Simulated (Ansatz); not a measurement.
Reaction (redistribution): `CC[Si]O` + `NBCN` → `N[Si]O` + `CCBCN`

Calculated with Ansatz (gas phase, PBE0-D4/def2-TZVP geometries, no zero-point term in ΔE). CBS: MP2 limit from def2 TZ/QZ plus the TZ coupled-cluster correction, frozen cores. This one scheme is used for every species. Functionals use def2-TZVPP. One conformer a species, not always the lowest.

```csv
level,ΔE (kcal/mol)
PBE,4.0
CCSD/CBS(def2),2.2
```

Q: What does CCSD(T)/CBS give? (Estimate.)

A: The calculation gave: +2.7 kcal/mol. The listed levels differ from it by 1.3, -0.5 kcal/mol.

Largest T1 diagnostic among the species: 0.014.

In def2-TZVPP, CCSD(T) changes the Hartree–Fock value by +2.7 kcal/mol (the triples alone add +0.5 kcal/mol) and MP2 by +2.1 kcal/mol.
